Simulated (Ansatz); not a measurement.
Input for Ansatz (a program for electronic structure): U-wB97X-V/def2-TZVPP on BH (SMILES [BH]), 2S+1 = 1, a spin state set in the input, which need not be the lowest.

Ansatz 0.2 input:
```yaml
crystal:
  periodic: [false, false, false]
  atoms:
    - {symbol: B, position_ang: [-0.00000000, -0.00000000, -0.20551357]}
    - {symbol: H, position_ang: [0.00000000, 0.00000000, 1.02756787]}
basis:
  gaussian:
    orbitals: def2-TZVPP
hamiltonian:
  xc: {name: wB97X-V}
magnetization: {spin_polarized: true, initial_magnetization: 0}
```

The log:

```
WARN ansatz: RAYON_NUM_THREADS=2 ignored (pool sized by the plan → 2); use --threads N
Functional definition: wB97X-V
integrals: 0.01 GiB planned
228 factors; their error is unknown
integrals: 0.04 GiB planned
67 factors; integrals over basis functions are off by at most 4.7e-5 eV
mean field: 0.12 GiB planned
mean field evaluation 1: about -687.9090 eV, gradient 4.2e0 eV
mean field evaluation 2: about -688.0746 eV, gradient 9.5e-1 eV
mean field evaluation 4: about -688.0905 eV, gradient 6.2e-2 eV
mean field evaluation 8: about -688.0867 eV, gradient 2.8e-3 eV
mean field evaluation 16: about -688.0867 eV, gradient 1.1e-5 eV
mean field -688.08669585 eV, -25.2867196706 hartree, gradient 9.1e-6 eV, S^2 0.000000; 1 other end points of the search recorded, 0 dependent functions left out
reference -688.08669448 eV, -25.2867196201 hartree; 3, 3 occupied and 42, 42 virtual orbitals, 228 factors
Total energy: -688.08669448 eV, -25.2867196201 hartree
```

The calculation finished and met its thresholds.

Cost: around 1.6 core-seconds (rough).
